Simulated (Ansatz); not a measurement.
All numbers were calculated with Ansatz.

A structure relaxed at PBE0-D4/def2-TZVP, charge 0, multiplicity 1:

```tsv
atom	x (Å)	y (Å)	z (Å)
C1	0.202	-1.914	-0.309
C2	0.299	-0.458	-0.635
C3	-0.151	0.530	0.172
N4	-0.792	0.256	1.368
Al5	0.133	2.310	-0.537
H6	0.695	-2.150	0.643
H7	-0.842	-2.234	-0.211
H8	0.667	-2.533	-1.077
H9	0.745	-0.179	-1.584
H10	-0.834	0.996	2.047
H11	-0.647	-0.653	1.781
H12	-0.240	3.595	0.326
H13	0.768	2.434	-1.984
```

(1) Give its formula and SMILES.

(2) Point group (tolerance 0.08 Å, 0.16 Å for H)?

(3) Summarise the bond lengths by kind.

## Answers

(1) C3H8AlN, `C/C=[C](\N)[AlH2]`.

(2) C1.

(3) 2 × C–C 1.352 to 1.495 Å; 4 × C–H 1.085 to 1.098 Å; 1 × C–N 1.385 Å; 1 × Al–C 1.937 Å; 2 × H–N 1.005 to 1.009 Å; 2 × Al–H 1.585 to 1.593 Å.
